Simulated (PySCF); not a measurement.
Bond stretch in SiH, doublet.

- UHF/cc-pVDZ (PySCF)
- ROKS-CAM-B3LYP = PySCF with restricted open-shell CAM-B3LYP/cc-pVDZ
- CASSCF(5,5)/cc-pVDZ (PySCF)
- UCCSD(T) = CCSD(T) on UHF/cc-pVDZ, 5 core orbitals frozen (PySCF 2.14.0)

Energies relative to the lowest point of each curve near equilibrium, in eV:

| R / Å | UHF | ROKS-CAM-B3LYP | CASSCF(5,5) |
|---|---|---|---|
| 1.22 | 1.202 | 1.228 | 1.291 |
| 1.29 | 0.643 | 0.671 | 0.718 |
| 1.39 | 0.186 | 0.208 | 0.236 |
| 1.45 | 0.055 | 0.069 | 0.087 |
| 1.49 | 0.012 | 0.020 | 0.031 |
| 1.53 | 0.000 | 0.000 | 0.004 |
| 1.56 | 0.008 | 0.002 | 0.000 |
| 1.63 | 0.072 | 0.050 | 0.035 |
| 1.67 | 0.132 | 0.101 | 0.076 |
| 1.80 | 0.410 | 0.347 | 0.288 |
| 1.88 | 0.623 | 0.539 | 0.453 |
| 2.06 | 1.145 | 1.024 | 0.865 |

Estimate the UCCSD(T) values at these points.

1.22: 1.234; 1.29: 0.672; 1.39: 0.206; 1.45: 0.067; 1.49: 0.019; 1.53: 0.000; 1.56: 0.002; 1.63: 0.051; 1.67: 0.101; 1.80: 0.340; 1.88: 0.523; 2.06: 0.973 (eV).

The scan ran from 1.22 to 6.08 Å; beyond the distances shown one of the unrestricted levels run for this scan, shown here or not, changes its spin distribution in one step. The unrestricted determinant behind UHF, UCCSD(T) is spin-contaminated at 1.22 Å (<S²> up to 0.9, against 0.75 for a pure doublet).
